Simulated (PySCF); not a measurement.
C₄H₈O, charge +1, doublet, geometry from GFN2-xTB (a state made from the parent by changing its charge; the spin is typed, not shown lowest); CCSD/STO-3G (PySCF).

PySCF was given this input:
```python
from pyscf import gto, scf, cc

mol = gto.Mole()
mol.atom = '''
    C    -0.173543    1.244155   -0.159332
    C     1.063675    0.540318    0.424354
    C     0.812552   -0.916081    0.054248
    O    -0.537038   -1.076615   -0.159894
    C    -1.207177    0.124965   -0.171741
    H    -0.486378    2.103541    0.427967
    H     0.010511    1.587395   -1.180366
    H     1.997101    0.925048    0.021827
    H     1.102098    0.643085    1.511627
    H     1.145796   -1.667319    0.791179
    H     1.345480   -1.219407   -0.872765
    H    -1.877611    0.152629    0.714331
    H    -1.913738    0.127803   -1.019822
'''
mol.basis = 'sto-3g'
mol.charge = 1
mol.spin = 1
mol.verbose = 5
mol.build()

mf = scf.UHF(mol)
mf.kernel()

mycc = cc.CCSD(mf)
mycc.kernel()
print('E(CCSD) = %.10f' % mycc.e_tot)
```

Output, abridged:

```
PySCF version 2.14.0

[INPUT] verbose = 5
[INPUT] max_memory = 4000
[INPUT] num. atoms = 13
[INPUT] num. electrons = 39
[INPUT] charge = 1
[INPUT] spin (= nelec alpha-beta = 2S) = 1
[INPUT] symmetry False subgroup None
[INPUT] Mole.unit = angstrom
[INPUT] Symbol           X                Y                Z      unit          X                Y                Z       unit  Magmom
[...]
[INPUT] ---------------- BASIS SET ----------------
[INPUT] l, kappa, [nprim/nctr], expnt,             c_1 c_2 ...
[INPUT] O
[...]
                                23.808861         0.53532814
                                6.4436083         0.44463454
[...]
                                1.1695961         0.39951283
                                0.380389          0.70011547
[...]
                                1.1695961         0.60768372
                                0.380389          0.39195739
[INPUT] C
[...]
                                13.045096         0.53532814
                                3.5305122         0.44463454
[...]
                                0.6834831         0.39951283
                                0.2222899         0.70011547
[...]
                                0.6834831         0.60768372
                                0.2222899         0.39195739
[INPUT] H
[...]
                                0.62391373        0.53532814
                                0.1688554         0.44463454

nuclear repulsion = 192.281136944904
number of shells = 23
number of NR pGTOs = 99
number of NR cGTOs = 33
basis = sto-3g
ecp = {}

******** <class 'pyscf.scf.uhf.UHF'> ********
method = UHF
initial guess = minao
damping factor = 0
level_shift factor = 0
DIIS = <class 'pyscf.scf.diis.CDIIS'>
diis_start_cycle = 1
diis_space = 8
diis_damp = 0
SCF conv_tol = 1e-09
SCF conv_tol_grad = None
SCF max_cycles = 50
direct_scf = True
direct_scf_tol = 1e-13
number electrons alpha = 20  beta = 19
Set gradient conv threshold to 3.16228e-05
E1 = -689.008973840527  E2 = 267.372124312566  Ecoul = 299.9307414574348  Exc = -32.55861714486883
init E= -229.355712583057
cond(S) = 12.961357635171991

  alpha mo_energy =
[-20.60145313 -11.10841154 -11.10553277 -11.09972037 -11.09952535
  -1.83746804  -1.372912    -1.26974772  -0.9037896   -0.86770772
  -0.66311126  -0.65287962  -0.53698701  -0.48552938  -0.47574685
  -0.38869721  -0.33630291  -0.32667205  -0.31672253  -0.24004807
   0.40295259   0.43266772   0.45554807   0.51358917   0.54120284
   0.56084228   0.58339115   0.59181887   0.64660155   0.64672138
   0.66111284   0.70529018   0.72947705]
  beta  mo_energy =
[-20.60145313 -11.10841154 -11.10553277 -11.09972037 -11.09952535
  -1.83746804  -1.372912    -1.26974772  -0.9037896   -0.86770772
  -0.66311126  -0.65287962  -0.53698701  -0.48552938  -0.47574685
  -0.38869721  -0.33630291  -0.32667205  -0.31672253  -0.24004807
   0.40295259   0.43266772   0.45554807   0.51358917   0.54120284
   0.56084228   0.58339115   0.59181887   0.64660155   0.64672138
   0.66111284   0.70529018   0.72947705]
multiplicity <S^2> = 0.75  2S+1 = 2
E1 = -679.5780960304616  E2 = 259.5008429396093  Ecoul = 290.95613216468524  Exc = -31.455289225075944
cycle= 1 E= -227.796116145948  delta_E= 1.56  |g|= 0.306  |ddm|= 3.05
  alpha mo_energy =
[-20.67060175 -11.5342597  -11.53403551 -11.3148789  -11.31460409
  -1.7339597   -1.30674504  -1.30090072  -1.08090771  -1.06000729
  -0.98744778  -0.94021172  -0.87790828  -0.86915682  -0.81079193
  -0.74722036  -0.73266287  -0.7133592   -0.68979043  -0.68007837
   0.20614119   0.26381525   0.28355614   0.30521099   0.35630588
   0.37497727   0.39924108   0.45976671   0.47814369   0.48072703
   0.51041283   0.56794722   0.58406704]
  beta  mo_energy =
[-20.65722216 -11.53278201 -11.53254861 -11.31457119 -11.31429644
  -1.6828392   -1.2926564   -1.28008967  -1.05126777  -1.04315637
  -0.92550244  -0.91142327  -0.84721096  -0.79827604  -0.76080544
  -0.74156796  -0.72174508  -0.70238399  -0.65558332  -0.24259251
   0.22197956   0.27526038   0.31385704   0.33449498   0.37471013
   0.39336457   0.41237207   0.47123439   0.49208715   0.49609988
   0.51614241   0.57043885   0.58897426]
multiplicity <S^2> = 0.75250661  2S+1 = 2.002505
E1 = -680.5989062065639  E2 = 260.4308339048066  Ecoul = 291.8858924964682  Exc = -31.45505859166161
cycle= 2 E= -227.886935356853  delta_E= -0.0908  |g|= 0.145  |ddm|= 0.534
  alpha mo_energy =
[-20.85306901 -11.39021665 -11.38997196 -11.2775436  -11.2772553
  -1.78322908  -1.27432792  -1.2676802   -1.04337723  -1.04187519
  -1.01168286  -0.95639061  -0.86986116  -0.82494351  -0.80766525
  -0.74722288  -0.71044631  -0.69663269  -0.68143332  -0.65994707
   0.23194135   0.28776517   0.31888365   0.35342882   0.40049341
   0.41898803   0.45525327   0.49149092   0.50745115   0.51562563
   0.53375223   0.58538729   0.60738721]
  beta  mo_energy =
[-20.83397961 -11.39046075 -11.39020859 -11.27746069 -11.27717379
  -1.70086605  -1.26149508  -1.25261139  -1.0319104   -1.01407772
  -0.9356123   -0.89148104  -0.83359832  -0.77660739  -0.74851321
  -0.73524667  -0.70689974  -0.67682241  -0.64207893  -0.21508051
   0.25177085   0.29837076   0.34198843   0.37345539   0.41584573
   0.42912967   0.46685006   0.50670268   0.51363048   0.52646652
   0.53824904   0.58698604   0.61034754]
multiplicity <S^2> = 0.75470301  2S+1 = 2.0046975
E1 = -680.4576677153261  E2 = 260.2713388991616  Ecoul = 291.75442147863976  Exc = -31.48308257947815
cycle= 3 E= -227.90519187126  delta_E= -0.0183  |g|= 0.0647  |ddm|= 0.182
  alpha mo_energy =
[-20.83935789 -11.38100406 -11.38075478 -11.2809057  -11.28060713
  -1.79498041  -1.27168941  -1.26012705  -1.04297431  -1.03557753
  -1.01978481  -0.95876801  -0.86799626  -0.81745544  -0.81132868
  -0.75285977  -0.71098538  -0.69632473  -0.68217245  -0.66023514
   0.23864704   0.29194885   0.32390504   0.36277965   0.40879423
   0.42515857   0.46480423   0.49533685   0.51200576   0.51897168
   0.53617989   0.58420908   0.60659655]
  beta  mo_energy =
[...]
   0.53698211   0.58449201   0.60689386]
  beta  mo_energy =
[-20.8332134  -11.38768689 -11.38743297 -11.28049959 -11.28020514
  -1.68799995  -1.26068722  -1.25724355  -1.03345348  -1.01731553
  -0.94244946  -0.89192564  -0.83564419  -0.79892733  -0.75085192
  -0.74313157  -0.71142256  -0.67962337  -0.65410375  -0.12174079
   0.25421223   0.29638218   0.34213058   0.37029458   0.41630937
   0.43034116   0.47060207   0.50485777   0.51384748   0.52473612
   0.5385562    0.58479528   0.60700912]
multiplicity <S^2> = 0.75940625  2S+1 = 2.0093842
E1 = -680.3063152225129  E2 = 260.107127463244  Ecoul = 291.6359780472565  Exc = -31.528850584012503
cycle= 10 E= -227.918050814365  delta_E= -1.19e-08  |g|= 3.66e-05  |ddm|= 0.000205
  alpha mo_energy =
[-20.86240668 -11.3846357  -11.38438777 -11.28066758 -11.2803709
  -1.81791685  -1.27436045  -1.26678005  -1.05367818  -1.03579922
  -1.03372151  -0.97056824  -0.87341217  -0.81526254  -0.81448389
  -0.760008    -0.71099164  -0.6977558   -0.68215844  -0.65900692
   0.23212548   0.28503979   0.32476384   0.36422261   0.40679118
   0.42527588   0.4665614    0.48924359   0.51148704   0.51849616
   0.53698559   0.58449767   0.6068991 ]
  beta  mo_energy =
[-20.83320498 -11.38768657 -11.38743266 -11.28048304 -11.2801886
  -1.68799953  -1.26068157  -1.25723835  -1.03345084  -1.01731168
  -0.94244819  -0.8919195   -0.83564733  -0.79892655  -0.75084786
  -0.74313012  -0.71141639  -0.67961687  -0.65410075  -0.12173439
   0.25421844   0.29638665   0.3421335    0.37029605   0.41631461
   0.43034257   0.47060647   0.50485883   0.51385528   0.52474127
   0.53855926   0.58479958   0.60701426]
multiplicity <S^2> = 0.75939312  2S+1 = 2.0093712
E1 = -680.3063005450956  E2 = 260.10711278236073  Ecoul = 291.6359618799592  Exc = -31.52884909759848
cycle= 11 E= -227.918050817831  delta_E= -3.47e-09  |g|= 7.81e-06  |ddm|= 0.00015
  alpha mo_energy =
[-20.86240941 -11.38463013 -11.3843822  -11.2806686  -11.28037192
  -1.8179159   -1.27435958  -1.26677945  -1.05367743  -1.03579894
  -1.03372156  -0.97056769  -0.87341107  -0.81526134  -0.81448361
  -0.76000703  -0.71099092  -0.69775466  -0.68215813  -0.65900643
   0.23212661   0.2850404    0.32476474   0.36422388   0.40679256
   0.4252766    0.46656258   0.48924463   0.51148802   0.51849651
   0.53698616   0.58449815   0.60689968]
  beta  mo_energy =
[-20.83320844 -11.38768001 -11.38742609 -11.28048445 -11.28019001
  -1.68799996  -1.26068116  -1.25723657  -1.03345038  -1.01731065
  -0.94244816  -0.89191763  -0.8356471   -0.79892567  -0.75084617
  -0.7431303   -0.71141473  -0.67961676  -0.65410009  -0.12173625
   0.25422054   0.29638722   0.34213413   0.37029709   0.41631598
   0.43034372   0.47060781   0.50485919   0.51385644   0.52474191
   0.53855996   0.58479978   0.60701465]
multiplicity <S^2> = 0.7593908  2S+1 = 2.0093689
E1 = -680.3062915688196  E2 = 260.1071038059533  Ecoul = 291.63595247974104  Exc = -31.528848673787763
cycle= 12 E= -227.918050817962  delta_E= -1.31e-10  |g|= 2.22e-06  |ddm|= 2.83e-05
  alpha mo_energy =
[-20.86240891 -11.38463182 -11.3843839  -11.28066861 -11.28037193
  -1.81791605  -1.27435977  -1.26677992  -1.0536775   -1.03579923
  -1.03372174  -0.97056787  -0.87341143  -0.81526176  -0.81448376
  -0.76000712  -0.71099131  -0.69775495  -0.68215835  -0.65900652
   0.23212608   0.28503991   0.32476438   0.36422343   0.40679213
   0.4252761    0.46656213   0.48924423   0.51148774   0.51849627
   0.53698601   0.58449815   0.60689965]
  beta  mo_energy =
[-20.83320798 -11.38768168 -11.38742776 -11.28048458 -11.28019014
  -1.68800031  -1.26068147  -1.25723708  -1.03345068  -1.01731097
  -0.94244832  -0.89191796  -0.83564751  -0.79892609  -0.75084634
  -0.74313037  -0.71141508  -0.67961709  -0.65410012  -0.1217366
   0.25422005   0.29638673   0.34213392   0.37029658   0.41631547
   0.43034335   0.47060736   0.50485872   0.51385609   0.52474158
   0.53855987   0.58479976   0.60701449]
multiplicity <S^2> = 0.75939076  2S+1 = 2.0093688
E1 = -680.3062935399362  E2 = 260.10710577706334  Ecoul = 291.6359543370201  Exc = -31.52884855995677
Extra cycle  E= -227.918050817969  delta_E= -6.54e-12  |g|= 1.32e-06  |ddm|= 3.55e-06
converged SCF energy = -227.918050817969  <S^2> = 0.75939076  2S+1 = 2.0093688

******** <class 'pyscf.cc.uccsd.UCCSD'> ********
CC2 = 0
CCSD nocc = (np.int64(20), np.int64(19)), nmo = (33, 33)
max_cycle = 50
direct = 0
conv_tol = 1e-07
conv_tol_normt = 1e-06
diis_space = 6
diis_start_cycle = 0
diis_start_energy_diff = 1e+09
Init t2, MP2 energy = -0.230790811498751
Init E_corr(UCCSD) = -0.230790811500249
cycle = 1  E_corr(UCCSD) = -0.27853860618914  dE = -0.0477477947  norm(t1,t2) = 0.0852341
cycle = 2  E_corr(UCCSD) = -0.293653438947499  dE = -0.0151148328  norm(t1,t2) = 0.0367717
cycle = 3  E_corr(UCCSD) = -0.304332232221219  dE = -0.0106787933  norm(t1,t2) = 0.0197849
cycle = 4  E_corr(UCCSD) = -0.304293507202342  dE = 3.87250189e-05  norm(t1,t2) = 0.00637099
cycle = 5  E_corr(UCCSD) = -0.304239412630839  dE = 5.40945715e-05  norm(t1,t2) = 0.00208931
cycle = 6  E_corr(UCCSD) = -0.304253913962686  dE = -1.45013318e-05  norm(t1,t2) = 0.000747728
cycle = 7  E_corr(UCCSD) = -0.304239289826671  dE = 1.4624136e-05  norm(t1,t2) = 0.000235399
cycle = 8  E_corr(UCCSD) = -0.304241895013669  dE = -2.605187e-06  norm(t1,t2) = 9.34415e-05
cycle = 9  E_corr(UCCSD) = -0.304244034639899  dE = -2.13962623e-06  norm(t1,t2) = 4.53244e-05
cycle = 10  E_corr(UCCSD) = -0.304244585644101  dE = -5.51004203e-07  norm(t1,t2) = 2.06141e-05
cycle = 11  E_corr(UCCSD) = -0.30424381167593  dE = 7.73968171e-07  norm(t1,t2) = 9.56318e-06
cycle = 12  E_corr(UCCSD) = -0.304243275959395  dE = 5.35716534e-07  norm(t1,t2) = 4.69572e-06
cycle = 13  E_corr(UCCSD) = -0.304243226425579  dE = 4.95338163e-08  norm(t1,t2) = 2.01427e-06
cycle = 14  E_corr(UCCSD) = -0.304243288799211  dE = -6.23736315e-08  norm(t1,t2) = 9.24002e-07
UCCSD converged
E(UCCSD) = -228.2222941067679  E_corr = -0.3042432887992106
E(CCSD) = -228.2222941068
```
